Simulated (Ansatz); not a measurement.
```yaml
atoms:
  - { symbol: B, position_ang: [-0.0327, -0.0105, 0.0363] }
  - { symbol: H, position_ang: [1.2172, 0.0195, -0.0448] }
  - { symbol: H, position_ang: [-0.5711, 1.0270, -0.0339] }
  - { symbol: H, position_ang: [-0.6064, -1.0033, -0.0276] }
```

Basis set: cc-pVDZ (spherical functions). Correlated methods keep 1 orbital frozen. Charge 0, multiplicity 1.

Computed with Ansatz (development build ahead of 0.2.0); each method stands on the lowest determinant of its kind that the runs found. Restricted open shells among the atoms or ions are ROHF, correlated in semicanonical orbitals with singles.

The atomization energy at this shape (free ground-state atoms in the same class of orbitals less the molecule, no zero-point energy) of singlet BH3:

```csv
method,atomization energy
RHF-MP2,11.28 eV
```

(1) What does RHF give?

## Answers

(1) 9.85 eV.
